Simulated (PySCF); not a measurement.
Compound: BH6OPSi.
Bonds: B1–P2, P2–Si3, Si3–O4. Hydrogens: H5, H6 on B1; H7 on P2; H8, H9 on Si3; H10 on O4.

A GFN2-xTB structure was refined with PySCF 2.14.0, PBE0-D3(BJ)/def2-SVP geometry optimisation, gas phase. Its GFN2-xTB values:

| coordinate | GFN2-xTB |
| --- | --- |
| B1–P2 | 1.832 Å |
| B1–H5 | 1.139 Å |
| P2–Si3 | 2.244 Å |
| P2–H7 | 1.383 Å |
| Si3–O4 | 1.579 Å |
| Si3–H8 | 1.456 Å |
| O4–H10 | 0.968 Å |
| B1–P2–H7 | 103.1° |
| P2–B1–H5 | 122.2° |
| P2–Si3–O4 | 107.8° |
| P2–Si3–H9 | 114.9° |
| Si3–P2–H7 | 102.5° |
| Si3–O4–H10 | 124.6° |
| O4–Si3–H9 | 101.1° |
| H8–Si3–H9 | 113.7° |
| B1–P2–Si3–O4 | -169° |

Question: How do these coordinates change at the PBE0-D3(BJ)/def2-SVP level?

Answer: 
```
  coordinate  PBE0-D3(BJ)/def2-SVP (Å or °)  change
      Si3–O4                          1.663  +0.084
       B1–H5                          1.206  +0.067
      Si3–H8                          1.494  +0.038
       P2–H7                          1.419  +0.036
       B1–P2                          1.846  +0.014
      O4–H10                          0.962  -0.006
      P2–Si3                          2.242  -0.002
  Si3–O4–H10                          116.3    -8.3
    B1–P2–H7                          108.3    +5.2
   Si3–P2–H7                          107.0    +4.5
   O4–Si3–H9                          104.9    +3.8
   P2–Si3–O4                          111.5    +3.7
   H8–Si3–H9                          111.2    -2.5
    P2–B1–H5                          120.3    -1.9
   P2–Si3–H9                          112.9    -2.0
B1–P2–Si3–O4                            166     -25
```

The energy falls by 0.299 eV over 10 energy and gradient evaluations, the largest force component goes from 0.0534 to 3.5e-04 Eh/bohr, and the atoms move by 0.292 Å rms after alignment. The bond that changes most is Si3–O4 (oxygen-bound silicon to silanol oxygen), which lengthens by 0.084 Å. Bonds longer at the end by more than 0.005 Å: 6 of 9; shorter: 1. Among the dihedrals that turn most is B1–P2–Si3–O4, from -169° to 166°. Rotational constants go from 11851, 2305, 2024 to 11635, 2207, 1960 MHz.

The run used 94 basis functions and 65 SCF cycles in all.

PBE0-D3(BJ)/def2-SVP frequencies: not computed here. One conformer, not necessarily the lowest.
